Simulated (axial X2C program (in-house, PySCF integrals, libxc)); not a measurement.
**What spin–orbit coupling does to MgRu**

All values were computed with an in-house all-electron X2C program for linear molecules (integrals from PySCF). Spin-free means the one-electron spin-free X2C Hamiltonian; two-component (2c) means X2C with spin–orbit coupling and atomic mean-field two-electron Coulomb and Gaunt terms, so the difference of the two also holds small scalar two-electron terms. Basis: Ru dyall-cv3z [12s12p8d5f3g], Mg dyall-cv3z [9s8p6d3f] (cores contracted in-house); Gaussian nuclei, density fitting, unrestricted open shells. Masses: Ru 101.904 u, Mg 23.985 u.

Spin-free state: M_S = 2, Λ = 0 (beyond evenly filled blocks: 2 × σα, δ+α, δ-α); fragments Ru + Mg.

```json
{"level": "PBE0", "Re (Å)": "2.621", "ωe (cm⁻¹)": "233.5", "De (eV)": "0.901", "μ (D)": "0.26"}
{"level": "MP2", "Re (Å)": "2.622", "ωe (cm⁻¹)": "240.6", "De (eV)": "0.627", "μ (D)": "n/a"}
{"level": "CCSD", "Re (Å)": "2.654", "ωe (cm⁻¹)": "220.0", "De (eV)": "0.542", "μ (D)": "n/a"}
{"level": "CCSD(T)", "Re (Å)": "2.633", "ωe (cm⁻¹)": "232.8", "De (eV)": "0.660", "μ (D)": "n/a"}
```

Correlated methods: 10 electrons correlated (number of frozen shells: Ru 4 s, 3 p, 1 d; Mg 2 s, 1 p), 336 virtual spin orbitals or spinors in MP2, 89 natural virtuals in coupled cluster.

Dipoles are positive if Mg is the positive end.

Two-component determinant lowest at the distance of the search:

Ω = 2 (⟨Sz⟩ = 1.98, ⟨Lz⟩ = 0.02 at HF); fragments Ru + Mg.

```csv
level,Re (Å),ωe (cm⁻¹),μ (D)
PBE0,2.622,233.0,0.26
MP2,2.624,239.9,n/a
CCSD,2.657,219.1,n/a
CCSD(T),2.636,231.9,n/a
```

**Question.** From the two tables, how do the constants change at the CCSD(T) level (2c against spin-free)?

**Answer.** At the CCSD(T) level Re increases by 0.003 Å and ωe goes down by 0.9 cm⁻¹.

The state is a single determinant with fixed occupations, the lowest that a limited PBE0 search found. Dissociation energies refer to the lowest single-determinant-based atoms at the same level and basis. De is not given where an atomic determinant may have missed its ground term or J level, or where the truncated virtual space spoils (T). Density functionals use the spin component along the axis (collinear). CCSD and (T) use frozen natural virtuals with an MP2 correction for the truncation; (T) itself is uncorrected, so its De runs slightly low. PBE0 can misorder states that lie within some tenths of an eV, so this need not be the ground state of the molecule. The nearest other spin-free determinant of the search, M_S = 1, Λ = 0, lies 0.36 eV up at the distance of the search. The functionals have no current-density term, which raises determinants with orbital currents, atoms included. With several unpaired electrons one determinant need not be a pure state. Open-shell Ω = 0 determinants with evenly filled partner blocks cannot be reached by this program, so the Ω shown need not be the lowest component. The determinant is spin-polarised beyond a pure state at some levels (its spin-free form has ⟨S²⟩ too high), which makes Re and μ there less reliable.
